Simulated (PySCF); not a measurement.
C2H9InN2O, singlet, geometry from GFN2-xTB (such geometries of metal compounds can be far from the true shape) (all electrons, no relativity); CASSCF(10,8)/STO-3G run with PySCF.

The PySCF input:
```python
from pyscf import gto, scf, mcscf
import numpy

mol = gto.M(
    atom='''
In    0.09465985    0.07254980    0.21904383
N    -1.65398678   -0.91186008   -0.45098312
C    -2.85744469   -0.50136370    0.25344102
H    -1.53510120   -1.91763262   -0.34019958
H    -2.91022382   -0.85060593    1.29165028
H    -3.72629285   -0.89313266   -0.28482194
H    -2.90880621    0.58773419    0.25279266
N     1.98554694    0.15823584   -0.73560709
C     2.18050543   -0.69108899   -1.89638637
H     2.70008779   -0.06247225   -0.04376568
H     2.23475257   -1.76264004   -1.66858521
H     3.11568609   -0.40282281   -2.38675431
H     1.36062924   -0.52557704   -2.59496367
O    -0.21938757    1.56756682    1.46011266
H     0.52675114    2.16175992    1.52440204
''',
    basis='sto-3g',
    verbose=4,
)

mf = scf.RHF(mol)
mf.kernel()
mc = mcscf.CASSCF(mf, 8, 10)
mc.fix_spin_(ss=0.0)
mc.kernel()
occ = numpy.linalg.eigvalsh(mc.fcisolver.make_rdm1(mc.ci, mc.ncas, mc.nelecas))[::-1]
ss = mc.fcisolver.spin_square(mc.ci, mc.ncas, mc.nelecas)[0]
print('natural occupations', occ.round(4), ' <S^2>', round(ss, 4))
```

Question: Predict the main parts of the log of this PySCF run.

Answer: 
```
PySCF version 2.14.0

[INPUT] verbose = 4
[INPUT] num. atoms = 15
[INPUT] num. electrons = 92
[INPUT] charge = 0
[INPUT] spin (= nelec alpha-beta = 2S) = 0
[INPUT] symmetry False subgroup None
[INPUT] Mole.unit = angstrom
[INPUT] Symbol           X                Y                Z      unit          X                Y                Z       unit  Magmom
[...]
nuclear repulsion = 605.867187411763
number of shells = 35
number of NR pGTOs = 183
number of NR cGTOs = 61
basis = sto-3g
ecp = {}

******** <class 'pyscf.scf.hf.RHF'> ********
method = RHF
initial guess = minao
damping factor = 0
level_shift factor = 0
DIIS = <class 'pyscf.scf.diis.CDIIS'>
diis_start_cycle = 1
diis_space = 8
diis_damp = 0
SCF conv_tol = 1e-09
SCF conv_tol_grad = None
SCF max_cycles = 50
direct_scf = True
direct_scf_tol = 1e-13
Set gradient conv threshold to 3.16228e-05
Initial guess from minao.
init E= -5929.13285601566
[...]
cycle= 1 E= -5944.043449971  delta_E= -14.9  |g|= 0.682  |ddm|= 4.66
[...]
cycle= 2 E= -5944.24075031958  delta_E= -0.197  |g|= 0.178  |ddm|=  1.3
[...]
cycle= 3 E= -5944.25626227287  delta_E= -0.0155  |g|= 0.0557  |ddm|= 0.371
[...]
cycle= 4 E= -5944.25825373432  delta_E= -0.00199  |g|= 0.0156  |ddm|= 0.137
[...]
cycle= 5 E= -5944.2585050863  delta_E= -0.000251  |g|= 0.00501  |ddm|= 0.0583
[...]
cycle= 6 E= -5944.25853538662  delta_E= -3.03e-05  |g|= 0.00203  |ddm|= 0.0204
[...]
cycle= 7 E= -5944.25854042561  delta_E= -5.04e-06  |g|= 0.000355  |ddm|= 0.0105
[...]
cycle= 8 E= -5944.2585405743  delta_E= -1.49e-07  |g|= 0.00013  |ddm|= 0.00135
[...]
cycle= 9 E= -5944.25854059748  delta_E= -2.32e-08  |g|= 3.77e-05  |ddm|= 0.000607
[...]
cycle= 10 E= -5944.25854059946  delta_E= -1.98e-09  |g|= 1.16e-05  |ddm|= 0.000173
[...]
cycle= 11 E= -5944.25854059963  delta_E= -1.7e-10  |g|= 3.14e-06  |ddm|= 5.49e-05
[...]
Extra cycle  E= -5944.25854059962  delta_E= 1e-11  |g|= 1.39e-06  |ddm|= 7.23e-06
converged SCF energy = -5944.25854059962

******** <class 'pyscf.mcscf.mc1step.CASSCF'> ********
CAS (5e+5e, 8o), ncore = 41, nvir = 12
max_cycle_macro = 50
max_cycle_micro = 4
conv_tol = 1e-07
conv_tol_grad = None
orbital rotation max_stepsize = 0.02
orbital rotation threshold for CI restart = 0.01
augmented hessian ah_max_cycle = 30
augmented hessian ah_conv_tol = 1e-12
augmented hessian ah_linear dependence = 1e-14
augmented hessian ah_level shift = 1e-08
augmented hessian ah_start_tol = 2.5
augmented hessian ah_start_cycle = 3
augmented hessian ah_grad_trust_region = 3
[...]
CASCI E = -5944.28018365758  S^2 = 0.0000000
[...]
               |grad[o]|=0.00231  |grad[c]|=0.0152  |ddm|=0.00505  |maxRot[o]|=0.0691
macro iter  13 ( 10 JK    3 micro), CASSCF E = -5944.30730709958  dE =  4.43998524e-05  S^2 = 0.0000000
               |grad[o]|=0.00117  |grad[c]|=0.00413  |ddm|=0.00177  |maxRot[o]|=0.0331
macro iter  14 ( 17 JK    4 micro), CASSCF E = -5944.30729020651  dE =  1.68930746e-05  S^2 = 0.0000000
               |grad[o]|=0.00126  |grad[c]|=0.0022  |ddm|=0.000944  |maxRot[o]|=0.021
macro iter  15 ( 24 JK    4 micro), CASSCF E = -5944.30732627743  dE = -3.60709191e-05  S^2 = 0.0000000
               |grad[o]|=0.000761  |grad[c]|=0.00137  |ddm|=0.000925  |maxRot[o]|=0.0197
macro iter  16 (  7 JK    2 micro), CASSCF E = -5944.30735635233  dE = -3.00749061e-05  S^2 = 0.0000000
               |grad[o]|=0.00052  |grad[c]|=0.00107  |ddm|=0.000864  |maxRot[o]|=0.0209
macro iter  17 (  7 JK    2 micro), CASSCF E = -5944.30737336703  dE = -1.70146968e-05  S^2 = 0.0000000
               |grad[o]|=0.000312  |grad[c]|=0.00239  |ddm|=0.00128  |maxRot[o]|=0.0313
macro iter  18 ( 10 JK    2 micro), CASSCF E = -5944.30737321703  dE =  1.49998414e-07  S^2 = 0.0000000
               |grad[o]|=0.00025  |grad[c]|=0.00326  |ddm|=0.000763  |maxRot[o]|=0.0359
macro iter  19 ( 14 JK    3 micro), CASSCF E = -5944.30737593872  dE = -2.72169018e-06  S^2 = 0.0000000
               |grad[o]|=0.000927  |grad[c]|=0.000732  |ddm|=0.000479  |maxRot[o]|=0.00922
macro iter  20 (  7 JK    1 micro), CASSCF E = -5944.30737628706  dE = -3.48337380e-07  S^2 = 0.0000000
               |grad[o]|=9.39e-05  |grad[c]|=0.00035  |ddm|=0.000149  |maxRot[o]|=0.00345
macro iter  21 (  6 JK    1 micro), CASSCF E = -5944.30737640646  dE = -1.19402102e-07  S^2 = 0.0000000
               |grad[o]|=5.59e-05  |grad[c]|=0.000207  |ddm|=9.68e-05  |maxRot[o]|=0.00178
macro iter  22 (  4 JK    1 micro), CASSCF E = -5944.30737644862  dE = -4.21587174e-08  S^2 = 0.0000000
               |grad[o]|=4.14e-05  |grad[c]|=0.000118  |ddm|=6.68e-05  |maxRot[o]|=0.00121
1-step CASSCF converged in  22 macro (252 JK  57 micro) steps
CASSCF canonicalization
Density matrix diagonal elements [1.98401276 1.97328151 1.97109095 1.97576365 1.97927591 0.05379021
 0.03614351 0.0266415 ]
CASSCF energy = -5944.30737644862
CASCI E = -5944.30737644862  E(CI) = -17.4443895493596  S^2 = 0.0000000
natural occupations [1.9969 1.9914 1.9818 1.9676 1.9553 0.055  0.0302 0.0217]  <S^2> 0.0
```
